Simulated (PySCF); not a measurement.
Basis and Hamiltonian dependence of the ionisation energy of Cs

Cs [Xe] 6s1 (2S) → Cs⁺ [Xe] (1S). All values are computed (PySCF 2.14, energy differences of UHF-based or UKS calculations, no spin-orbit coupling). Values in eV.

```json
{"basis": "def2-SVP with the def2 core potential (46 electrons)", "Hamiltonian": "ECP", "functions": "24", "UHF": "3.492", "LDA": "n/a", "PBE0": "n/a", "CCSD(T) (valence and next inner shell)": "n/a"}
{"basis": "def2-TZVP with the def2 core potential (46 electrons)", "Hamiltonian": "ECP", "functions": "29", "UHF": "3.492", "LDA": "n/a", "PBE0": "n/a", "CCSD(T) (valence and next inner shell)": "n/a"}
{"basis": "def2-TZVPPD with the def2 core potential (46 electrons)", "Hamiltonian": "ECP", "functions": "39", "UHF": "3.491", "LDA": "4.107", "PBE0": "3.900", "CCSD(T) (valence and next inner shell)": "3.800"}
{"basis": "Sapporo-DKH3-DZP-2012", "Hamiltonian": "spin-free X2C", "functions": "41", "UHF": "3.478", "LDA": "n/a", "PBE0": "3.887", "CCSD(T) (valence and next inner shell)": "n/a"}
{"basis": "aug-cc-pVDZ-X2C", "Hamiltonian": "spin-free X2C", "functions": "54", "UHF": "3.480", "LDA": "4.069", "PBE0": "3.883", "CCSD(T) (valence and next inner shell)": "n/a"}
{"basis": "def2-QZVPPD with the def2 core potential (46 electrons)", "Hamiltonian": "ECP", "functions": "62", "UHF": "3.491", "LDA": "4.115", "PBE0": "3.903", "CCSD(T) (valence and next inner shell)": "3.850"}
{"basis": "ANO-RCC-VTZP", "Hamiltonian": "spin-free X2C", "functions": "72", "UHF": "3.478", "LDA": "4.106", "PBE0": "3.895", "CCSD(T) (valence and next inner shell)": "3.779"}
{"basis": "aug-cc-pVTZ-X2C", "Hamiltonian": "spin-free X2C", "functions": "84", "UHF": "3.479", "LDA": "4.101", "PBE0": "3.892", "CCSD(T) (valence and next inner shell)": "n/a"}
{"basis": "x2c-TZVPPall", "Hamiltonian": "spin-free X2C", "functions": "85", "UHF": "3.475", "LDA": "4.105", "PBE0": "3.890", "CCSD(T) (valence and next inner shell)": "3.838"}
{"basis": "x2c-TZVPPall with one added diffuse shell each of s, p, d type", "Hamiltonian": "spin-free X2C", "functions": "94", "UHF": "3.476", "LDA": "4.105", "PBE0": "3.889", "CCSD(T) (valence and next inner shell)": "3.839"}
{"basis": "aug-cc-pwCVTZ-X2C", "Hamiltonian": "spin-free X2C", "functions": "109", "UHF": "3.479", "LDA": "4.110", "PBE0": "3.894", "CCSD(T) (valence and next inner shell)": "3.854"}
{"basis": "aug-cc-pVQZ-X2C", "Hamiltonian": "spin-free X2C", "functions": "118", "UHF": "3.480", "LDA": "4.108", "PBE0": "3.899", "CCSD(T) (valence and next inner shell)": "n/a"}
{"basis": "aug-cc-pwCVTZ-X2C with one added diffuse shell each of s, p, d, f type", "Hamiltonian": "spin-free X2C", "functions": "125", "UHF": "3.479", "LDA": "4.110", "PBE0": "3.894", "CCSD(T) (valence and next inner shell)": "n/a"}
{"basis": "x2c-QZVPPall", "Hamiltonian": "spin-free X2C", "functions": "139", "UHF": "3.477", "LDA": "4.108", "PBE0": "3.892", "CCSD(T) (valence and next inner shell)": "n/a"}
```

Frozen in the all-electron rows: valence: [Xe]; valence and next inner shell: [Kr] 4d10; with a core potential, the same shells as far as they lie outside it.

Reference for a calculation without spin-orbit coupling: 3.894 eV (measured, between term centres; NIST).
